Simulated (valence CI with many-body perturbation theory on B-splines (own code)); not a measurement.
Results of a calculation; reference values are marked as such.
**Os XXXVI: input, log and results**

Method: configuration interaction combined with many-body perturbation theory (CI+MBPT): five valence electrons over a frozen Dirac-Fock core [Kr], a basis of 7 s, 7 p, 8 d, 6 f, 4 g, 1 h functions for each j, with the one-electron correlation potential Σ1 (screened to all orders), the two-electron term Σ2, the three-electron term Σ3, Breit, model QED; selected single and double excitations, second order for the rest (own B-spline code, finite nucleus).

Command, and the settings that its task file holds:

```sh
python run_cv.py task.json out
```

```
atom Os  Z=76  mass_number=192  rms_radius_fm=5.4126
core [Kr]
valence 4d5
avg = 1
basis = M
breit = 1
cap = 40000
capref = 1200
cscale = 1
de = 0.0
dress = 1
eps = 2e-08
h = 0.27
hh = 1
l2 = 3
lcore = 6
maxit = 60
n2 = 5
natural = 1
nlev = 45
nno = [4, 4, 5, 4, 3, 1]
nroot = 26
nsp = [3, 3, 3, 2, 1, 0]
pt2 = 1
qed = 1
rpa = 1
s1 = 1
s2 = 1
s3 = 1
screen = 1
tol = 2e-05
```

Question: Roughly how long does this run take on one core of Intel(R) Xeon(R) Platinum 8259CL CPU @ 2.50GHz (Skylake/Cascade Lake), and how much memory?

Answer: 6.5 min on 1 thread of Intel(R) Xeon(R) Platinum 8259CL CPU @ 2.50GHz (Skylake/Cascade Lake), with other jobs on the host, peak memory 1.3 GiB.

Log. The first blocks belong to the next ion, which gives the ionisation energy. Fields: 2J, parity (1 odd), roots, reference size, generating configurations, candidates as configurations/state functions, variational space P, stored matrix elements, Davidson steps; e2 is the range of second-order energies in hartree. The first line gives the box (bohr), its intervals, the orbitals and the steps of their self-consistent field. Window is the range of levels sought, series limit the energy at which the first omitted orbital would enter, core excitation an estimate of the first excitation out of the core, left out the lowest levels not solved, and shifts from estimates the range by which levels moved from their first estimate, all in cm⁻¹.

```
rmax 4.1 intervals 58 orbitals 59 references ['4d5', '4d4 4f', '4d3 4f2', '4d4 5s', '4d4 5p'] scf 5 t 2.6
2J=0 par=0 roots 2 ref 26 generators 6 cand 7162/17694 P 1373/2614 nnz 1.2e+06 it 5
2J=0 par=0 roots 2 ref 26 generators 11 cand 9598/24426 P 2034/4170 nnz 2.6e+06 it 4
   second order: generators 11 cand 8937/22870 e2 -0.00003 -0.00001
reference levels 1532, estimated 37, window 689036 1/cm; series limit 7973132, core excitation 1324213
2J=5 par=0 roots 10 ref 183 generators 14 cand 13173/432086 P 561/7970 nnz 1.3e+07 it 7
2J=5 par=0 roots 10 ref 183 generators 16 cand 12629/424299 P 1967/27135 nnz 1.3e+08 it 7
   second order: generators 22 cand 18909/692114 e2 -0.00081 -0.00053
2J=7 par=0 roots 7 ref 192 generators 9 cand 13121/480713 P 453/7990 nnz 1.5e+07 it 5
2J=7 par=0 roots 7 ref 192 generators 12 cand 12683/472915 P 1498/25046 nnz 1.2e+08 it 7
   second order: generators 19 cand 22923/931460 e2 -0.00107 -0.00078
2J=3 par=0 roots 7 ref 141 generators 11 cand 13145/327432 P 663/7985 nnz 1.4e+07 it 5
2J=3 par=0 roots 7 ref 141 generators 12 cand 12497/319588 P 2178/26010 nnz 1.2e+08 it 8
   second order: generators 23 cand 22942/626087 e2 -0.00051 -0.00032
2J=11 par=0 roots 3 ref 150 generators 9 cand 12844/426272 P 604/7977 nnz 1.5e+07 it 5
2J=11 par=0 roots 3 ref 150 generators 12 cand 12255/418445 P 1943/25235 nnz 1.2e+08 it 6
   second order: generators 17 cand 17786/671592 e2 -0.00038 -0.00035
2J=9 par=0 roots 5 ref 181 generators 9 cand 13023/475172 P 496/7994 nnz 1.5e+07 it 8
2J=9 par=0 roots 5 ref 181 generators 12 cand 12542/467359 P 1566/24789 nnz 1.2e+08 it 8
   second order: generators 18 cand 19158/767228 e2 -0.00103 -0.00060
2J=1 par=0 roots 4 ref 77 generators 9 cand 13006/176747 P 1168/7990 nnz 1.3e+07 it 5
2J=1 par=0 roots 4 ref 77 generators 12 cand 11853/168834 P 2981/22520 nnz 6.5e+07 it 5
   second order: generators 16 cand 16832/260039 e2 -0.00016 -0.00009
2J=13 par=0 roots 1 ref 112 generators 3 cand 9805/311737 P 706/7990 nnz 1.8e+07 it 5
2J=13 par=0 roots 1 ref 112 generators 5 cand 10751/335112 P 1652/19953 nnz 8.5e+07 it 5
   second order: generators 8 cand 13587/409926 e2 -0.00016 -0.00016
left out: unestimated 1606860, estimated none, shifts from estimates -517 to 211
operators 6.3
```

The Davidson iterations converged.

The last digits are not significant, and no measured levels were compared; by estimate large intervals hold to a few tenths of a per cent, small ones and those within an open d or f shell to about a per cent. Only levels of the ground parity were solved; by the run's estimate the other parity begins above the list, which can be wrong where configurations are misplaced.

```
Valence energy                            : -304.949 hartree
Ionisation energy                         : 1529.1 eV (NIST: 1528 ± 5 eV (theoretical))
Reference configurations for the orbitals : 4d5, 4d4 4f, 4d3 4f2, 4d4 5s, 4d4 5p
Radial orbitals                           : 59
Box radius                                : 4.148 bohr
Largest variational space                 : 27135
Lowest levels                             : (4d3/2^4 4d5/2) J=5/2 0, (4d3/2^3 4d5/2^2) J=5/2 [a] 122940, (4d3/2^3 4d5/2^2) J=7/2 [a] 161670, (4d3/2^3 4d5/2^2) J=3/2 [a] 165970, (4d3/2^3 4d5/2^2) J=11/2 169760, (4d3/2^3 4d5/2^2) J=9/2 182850, (4d3/2^3 4d5/2^2) J=5/2 [b] 191860, (4d3/2^3 4d5/2^2) J=1/2 199780, (4d3/2^3 4d5/2^2) J=7/2 [b] 207270, (4d3/2^3 4d5/2^2) J=3/2 [b] 254670, (4d3/2^2 4d5/2^3) J=5/2 [a] 283350, (4d3/2^2 4d5/2^3) J=7/2 [a] 308580, (4d3/2^2 4d5/2^3) J=11/2 313970, (4d3/2^2 4d5/2^3) J=9/2 [a] 318950 cm⁻¹
```

Levels are named by their leading jj configuration (3d3/2^4 stands for four electrons in 3d with j = 3/2), which in mixed levels can hold well under half, so a name can repeat and another be missing. Letters in brackets count levels of one name in rising energy.
